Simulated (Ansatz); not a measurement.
Worked example: Si(CH3)3F + SiH(SiH3)F2 → SiH(CH3)3 + Si2H3F3

Gas-phase species: Si(CH3)3F (trimethylsilyl fluoride), singlet; SiH(SiH3)F2, singlet; SiH(CH3)3 (trimethylsilane), singlet; Si2H3F3 `F[SiH2][SiH](F)F`, singlet. The partners trade F for H; both sit on Si, so the bond types are kept.

Shapes, held fixed at every level: PBE0-D4/def2-TZVP. Flexible molecules stand in one conformer, not always the lowest. Programs: Ansatz 0.2.0. Electronic energies: no zero-point or thermal term.

At CCSD(T)/CBS estimate; 1 Eh = 2625.50 kJ/mol:

| species | energy (Eh) |
| --- | --- |
| Si(CH3)3F | -508.563861 |
| SiH(SiH3)F2 | -780.269197 |
| SiH(CH3)3 | -409.293298 |
| Si2H3F3 | -879.524197 |

Question: Work out ΔE of the reaction at this level.

Answer: 
1. Products less reactants: (-409.293298) + (-879.524197) − [(-508.563861) + (-780.269197)] = 0.015563 Eh = +40.9 kJ/mol.

Other levels give +39.7 (MP2/def2-TZVPP) to +44.7 kJ/mol (r2SCAN-D4/def2-TZVPP). No measured value is set beside it here. The CBS estimate extrapolates MP2 from def2-TZVPP and def2-QZVPP and adds CCSD(T) − MP2 in the triple-zeta set, cores frozen.
